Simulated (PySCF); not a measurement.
```xyz
4
charge 0 multiplicity 2, angstrom
Cu   -0.0294    0.0056    0.0047
F     1.6948   -0.0577   -0.0964
O    -1.7608    0.0046    0.0637
H    -2.1878    0.7181    0.5486
```

Level of theory: PySCF, UPBE0, basis Cu def2-TZVP, F def2-TZVP, O def2-TZVP, H def2-TZVP (no relativity, density fitting).

This geometry of CuF(OH) is a stationary point at this level.

Problem. What is the point group?

Solution. Cs.

Problem. Is it a minimum?

Solution. Yes: all harmonic wavenumbers are real.

Problem. Give the ideal-gas entropy at 298.15 K and 1 bar by parts.

Solution. translation 166.2, rotation 85.9, vibration 30.3, spin 5.8; total 288.2 J/(mol K).

Problem. What is the atomisation energy, with and without zero-point energy?

Solution. 1070 kJ/mol without, 1033 kJ/mol with.

This need not be the most stable arrangement of these atoms. Other spin states or occupations of the open shell can lie lower.
